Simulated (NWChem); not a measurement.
Program: NWChem. System: InO, charge 0, spin multiplicity 2, at a geometry optimised with UPBE/def2-SVP with def2 effective core potentials on In. The structure started from a generated list of species. Its SCF solution wasn't tested for a lower state. Level: G0W0@UPBE0/def2-TZVPD with def2 effective core potentials on In, RI basis def2-tzvpd-rifit, no spin-orbit coupling.

Input file:

```
start mol
memory heap 200 mb stack 700 mb global 1700 mb
geometry units angstroms nocenter noautoz
  In     0.000000     0.000000     0.272862
  O      0.000000     0.000000    -1.671279
  symmetry group C2v
end
basis spherical
  * library def2-tzvpd
end
ecp
  In library def2-ecp
end
basis "ri basis" bse spherical
  * library def2-tzvpd-rifit
end
dft
  xc pbe0
  odft
  mult 2
  iterations 100
  direct
  tolerances tight
end
task dft energy
gw
  states alpha occ 4 vir 2
  states beta occ 4 vir 2
end
task dft gw
```

Output (cleaned and shortened):

```
             Northwest Computational Chemistry Package (NWChem) 7.3.0
             --------------------------------------------------------

                                NWChem Input Module
                                -------------------

 Scaling coordinates for geometry "geometry" by  1.889725989
 (inverse scale =  0.529177249)

 Turning off AUTOSYM since
 SYMMETRY directive was detected!

                             Geometry "geometry" -> ""
                             -------------------------

 Output coordinates in angstroms (scale by  1.889725989 to convert to a.u.)

  No.       Tag          Charge          X              Y              Z
 ---- ---------------- ---------- -------------- -------------- --------------
    1 In                  49.0000     0.00000000     0.00000000     0.27286200
    2 O                    8.0000     0.00000000     0.00000000    -1.67127900

 Effective nuclear repulsion energy (a.u.)     106.6987845058

            Nuclear Dipole moment (a.u.)
            ----------------------------
        X                 Y               Z
 ---------------- ---------------- ----------------
     0.0000000000     0.0000000000     0.0000113384

      Symmetry information
      --------------------

 Group name             C2v
 Group number             16
 Group order               4
 No. of unique centers     2

      Symmetry unique atoms

     1    2


 Summary of "ao basis" -> "" (spherical)
 ------------------------------------------------------------------------------
       Tag                 Description            Shells   Functions and Types
 ---------------- ------------------------------  ------  ---------------------
 *                         def2-tzvpd                 on all atoms

 Summary of "ri basis" -> "" (spherical)
 ------------------------------------------------------------------------------
       Tag                 Description            Shells   Functions and Types
 ---------------- ------------------------------  ------  ---------------------
 *                      def2-tzvpd-rifit              on all atoms

                                 NWChem DFT Module
                                 -----------------

 Summary of "ao basis" -> "ao basis" (spherical)
 ------------------------------------------------------------------------------
       Tag                 Description            Shells   Functions and Types
 ---------------- ------------------------------  ------  ---------------------
 In                        def2-tzvpd               18       56   7s5p4d2f
 O                         def2-tzvpd               14       40   6s4p3d1f

 Summary of "ao basis" -> "ao basis" (spherical)
 ------------------------------------------------------------------------------
       Tag                 Description            Shells   Functions and Types
 ---------------- ------------------------------  ------  ---------------------
 In                        def2-tzvpd               18       56   7s5p4d2f
 O                         def2-tzvpd               14       40   6s4p3d1f

      Symmetry analysis of basis
      --------------------------

        a1         42
        a2         10
        b1         22
        b2         22

            General Information
            -------------------
          SCF calculation type: DFT
          Wavefunction type:  spin polarized.
          No. of atoms     :     2
          No. of electrons :    29
           Alpha electrons :    15
            Beta electrons :    14
[...]
 overlap   1.000  0.991  0.991  0.995  0.991  0.991  0.977  0.992  1.000  1.000

   alpha     31     32     33     34     35     36     37     38     39     40
    beta     31     32     33     34     35     36     37     38     39     40
 overlap   1.000  1.000  0.991  0.999  0.999  0.999  0.995  1.000  1.000  0.999

   alpha     41     42     43     44     45     46     47     48     49     50
    beta     41     42     43     44     45     46     47     48     49     51
 overlap   0.999  0.999  0.999  0.999  0.997  1.000  1.000  1.000  1.000  1.000

   alpha     51     52     53     54     55     56     57     58     59     60
    beta     50     52     53     54     55     56     57     58     59     60
 overlap   1.000  0.997  0.999  1.000  1.000  1.000  1.000  1.000  1.000  0.998

   alpha     61     62     63     64     65     66     67     68     69     70
    beta     61     62     63     65     64     66     68     67     69     70
 overlap   0.999  1.000  1.000  1.000  1.000  0.997  1.000  1.000  1.000  1.000

   alpha     71     72     73     74     75     76     77     78     79     80
    beta     71     72     73     75     74     76     77     78     81     82
 overlap   1.000  1.000  0.996  1.000  1.000  0.994  0.994  0.998  1.000  1.000

   alpha     81     82     83     84     85     86     87     88     89     90
    beta     80     79     83     84     85     87     86     88     89     90
 overlap   1.000  1.000  1.000  1.000  1.000  1.000  1.000  1.000  1.000  1.000

   alpha     91     92     93     94     95     96
    beta     91     93     92     94     95     96
 overlap   1.000  1.000  1.000  1.000  1.000  1.000

     --------------------------
     Expectation value of S2:
     --------------------------
      <S2> =      0.7673 (Exact =     0.7500)

 center of mass
 --------------
 x =   0.00000000 y =   0.00000000 z =   0.06671123

 moments of inertia (a.u.)
 ------------------
         189.510882568924           0.000000000000           0.000000000000
           0.000000000000         189.510882568924           0.000000000000
           0.000000000000           0.000000000000           0.000000000000

     Multipole analysis of the density
     ---------------------------------

     L   x y z        total         alpha         beta         nuclear
     -   - - -        -----         -----         ----         -------
     0   0 0 0     -0.000000    -15.000000    -14.000000     29.000000

     1   1 0 0     -0.000000     -0.000000     -0.000000      0.000000
     1   0 1 0     -0.000000     -0.000000     -0.000000      0.000000
     1   0 0 1      1.699852      8.780226      7.357378    -14.437752

     2   2 0 0    -19.588473    -10.143767     -9.444706      0.000000
     2   1 1 0     -0.000000      0.000000     -0.000000      0.000000
     2   1 0 1     -0.000000     -0.000000      0.000000      0.000000
     2   0 2 0    -19.588473    -10.143767     -9.444706      0.000000
     2   0 1 1      0.000000      0.000000      0.000000      0.000000
     2   0 0 2    -25.304427    -61.052545    -49.632155     85.380273

 Task  times  cpu:       19.7s     wall:       19.7s

                                NWChem Input Module
                                -------------------

                                 NWChem GW Module
                                 ----------------

                             ***********************
                             ***        GW       ***
                             ***********************

 Summary of "ri basis" -> "ri basis" (spherical)
 ------------------------------------------------------------------------------
       Tag                 Description            Shells   Functions and Types
 ---------------- ------------------------------  ------  ---------------------
 In                     def2-tzvpd-rifit            42      200   10s9p9d7f4g3h
 O                      def2-tzvpd-rifit            26       92   9s7p5d4f1g

                 Memory Information
                 ------------------
          Available GA per process is          1699.9 MBs
          Available stack per process is        700.0 MBs
          Available heap per process is           0.0 MBs

          Peak memory in Initialization
              Peak GA per process is                  7.8 MBs
              Peak stack per process is               0.1 MBs
              Peak heap per process is                8.0 MBs
              Memory not in MA per process            0.0 MBs

          Peak memory in AFF Calculation
              Peak GA per process is                 54.8 MBs
              Peak stack per process is              42.6 MBs
              Peak heap per process is                0.0 MBs
              Memory not in MA per process           42.6 MBs

          Computing 2-center integrals
          Computing Inverse Cholesky factor
          Computing 3-center integrals
          Computing V_xc ...

          Computing Sigma_x
          Computing RPA polarizability
          Solving quasiparticle equations

                  Alpha Orbitals
          State     Energy (eV)     Error (eV)
          -----------------------------------
@GW        12        -12.580           0.004
@GW        13         -9.298           0.004
@GW        14         -9.298           0.004
@GW        15         -9.674           0.004
@GW        16          0.187           0.004
@GW        17          0.187           0.004

                   Beta Orbitals
          State     Energy (eV)     Error (eV)
          -----------------------------------
@GW        11        -22.929           0.002
@GW        12        -11.608           0.002
@GW        13         -8.761           0.004
@GW        14         -8.761           0.004
@GW        15         -1.928           0.004
@GW        16          0.366           0.004

   Applying  -1.8909 eV scissor-shift to rest of particle states

   Applying   1.7868 eV scissor-shift to rest of hole states

   Applying  -1.4734 eV scissor-shift to rest of particle states

   Applying   1.8387 eV scissor-shift to rest of hole states

     GW Timing Statistics
   ------------------------
   Init.   :          0.2s
     ERIs  :          1.1s
     Distr.:          0.0s
     Vxc   :          1.9s
   Sigma_x :          0.0s
   RPA     :          3.7s
   Wmn     :          0.1s
   Sigma_c :          0.1s
   GW total:          7.2s

 Task  times  cpu:        7.2s     wall:        7.2s

 Total times  cpu:       26.9s     wall:       26.9s
```
